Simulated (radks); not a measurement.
Species: Re II. Configuration: [Xe] 4f14 5d4.75 6s1 6d0.25 (fractional occupations, a model configuration).

Method: scalar-relativistic Kohn-Sham, PBE, spin-polarised, spherical densities, point nucleus; open shells are filled with parallel spins first (spin-orbit coupling, left out, can overturn this in heavy ions); computed with a radial shooting solver on a logarithmic mesh with Libxc functionals.

Energy parts (eV):
part                       energy
total                  -454211.72
kinetic                 502050.21
electron-nucleus      -1123805.30
Hartree                 176531.76
exchange-correlation     -8988.39

Orbitals (lengths in bohr, moments of r in powers of bohr; <r^-3> diverges for s and p1/2):
[
 {"orbital": "1s up", "occ.": "1", "eigenvalue (eV)": "-71676.75", "<r^4>": "5.452e-07", "<r^-3>": "-", "<r^2>": "0.0004477"},
 {"orbital": "1s down", "occ.": "1", "eigenvalue (eV)": "-71676.74", "<r^4>": "5.452e-07", "<r^-3>": "-", "<r^2>": "0.0004477"},
 {"orbital": "2s up", "occ.": "1", "eigenvalue (eV)": "-12434.80", "<r^4>": "0.00008161", "<r^-3>": "-", "<r^2>": "0.006874"},
 {"orbital": "2s down", "occ.": "1", "eigenvalue (eV)": "-12434.55", "<r^4>": "0.00008161", "<r^-3>": "-", "<r^2>": "0.006874"},
 {"orbital": "2p up", "occ.": "3", "eigenvalue (eV)": "-10851.48", "<r^4>": "0.00006453", "<r^-3>": "20810", "<r^2>": "0.005708"},
 {"orbital": "2p down", "occ.": "3", "eigenvalue (eV)": "-10851.28", "<r^4>": "0.00006453", "<r^-3>": "20810", "<r^2>": "0.005708"},
 {"orbital": "3s up", "occ.": "1", "eigenvalue (eV)": "-2885.842", "<r^4>": "0.002990", "<r^-3>": "-", "<r^2>": "0.04455"},
 {"orbital": "3s down", "occ.": "1", "eigenvalue (eV)": "-2885.764", "<r^4>": "0.002989", "<r^-3>": "-", "<r^2>": "0.04455"},
 {"orbital": "3p up", "occ.": "3", "eigenvalue (eV)": "-2419.070", "<r^4>": "0.003231", "<r^-3>": "4665", "<r^2>": "0.04540"},
 {"orbital": "3p down", "occ.": "3", "eigenvalue (eV)": "-2418.981", "<r^4>": "0.003231", "<r^-3>": "4665", "<r^2>": "0.04539"},
 {"orbital": "3d up", "occ.": "5", "eigenvalue (eV)": "-1890.387", "<r^4>": "0.002494", "<r^-3>": "595.3", "<r^2>": "0.03764"},
 {"orbital": "3d down", "occ.": "5", "eigenvalue (eV)": "-1890.221", "<r^4>": "0.002494", "<r^-3>": "595.3", "<r^2>": "0.03764"},
 {"orbital": "4s up", "occ.": "1", "eigenvalue (eV)": "-609.5126", "<r^4>": "0.06954", "<r^-3>": "-", "<r^2>": "0.2190"},
 {"orbital": "4s down", "occ.": "1", "eigenvalue (eV)": "-609.2849", "<r^4>": "0.06954", "<r^-3>": "-", "<r^2>": "0.2191"},
 {"orbital": "4p up", "occ.": "3", "eigenvalue (eV)": "-456.4340", "<r^4>": "0.09285", "<r^-3>": "1091", "<r^2>": "0.2497"},
 {"orbital": "4p down", "occ.": "3", "eigenvalue (eV)": "-456.2207", "<r^4>": "0.09275", "<r^-3>": "1091", "<r^2>": "0.2497"},
 {"orbital": "4d up", "occ.": "5", "eigenvalue (eV)": "-264.5062", "<r^4>": "0.1351", "<r^-3>": "119.6", "<r^2>": "0.2897"},
 {"orbital": "4d down", "occ.": "5", "eigenvalue (eV)": "-264.2525", "<r^4>": "0.1345", "<r^-3>": "119.7", "<r^2>": "0.2893"},
 {"orbital": "4f up", "occ.": "7", "eigenvalue (eV)": "-51.5960", "<r^4>": "0.4139", "<r^-3>": "20.89", "<r^2>": "0.4233"},
 {"orbital": "4f down", "occ.": "7", "eigenvalue (eV)": "-51.1021", "<r^4>": "0.3886", "<r^-3>": "21.05", "<r^2>": "0.4146"},
 {"orbital": "5s up", "occ.": "1", "eigenvalue (eV)": "-95.3176", "<r^4>": "2.164", "<r^-3>": "-", "<r^2>": "1.213"},
 {"orbital": "5s down", "occ.": "1", "eigenvalue (eV)": "-93.1655", "<r^4>": "2.086", "<r^-3>": "-", "<r^2>": "1.193"},
 {"orbital": "5p up", "occ.": "3", "eigenvalue (eV)": "-57.3730", "<r^4>": "4.249", "<r^-3>": "160.6", "<r^2>": "1.665"},
 {"orbital": "5p down", "occ.": "3", "eigenvalue (eV)": "-54.5169", "<r^4>": "4.070", "<r^-3>": "166.5", "<r^2>": "1.628"},
 {"orbital": "5d up", "occ.": "4.75", "eigenvalue (eV)": "-15.6084", "<r^4>": "27.12", "<r^-3>": "8.543", "<r^2>": "3.854"},
 {"orbital": "5d down", "occ.": "0", "eigenvalue (eV)": "-11.8944", "<r^4>": "28.15", "<r^-3>": "8.836", "<r^2>": "3.882"},
 {"orbital": "6s up", "occ.": "1", "eigenvalue (eV)": "-14.6272", "<r^4>": "111.6", "<r^-3>": "-", "<r^2>": "8.587"},
 {"orbital": "6d up", "occ.": "0.25", "eigenvalue (eV)": "-3.0935", "<r^4>": "4675", "<r^-3>": "0.5029", "<r^2>": "54.72"}
]

The highest occupied level is 6d up at -3.093 eV. The configuration is held as typed, so some empty levels lie below it. The density falls to 0.001 e/bohr^3 at r = 4.18 bohr. Summed over all electrons, <r^2> = 64.34 bohr^2, which gives a Langevin (diamagnetic) susceptibility term of -51 x 10^-6 cm^3/mol. Spin moment in Bohr magnetons: 6.
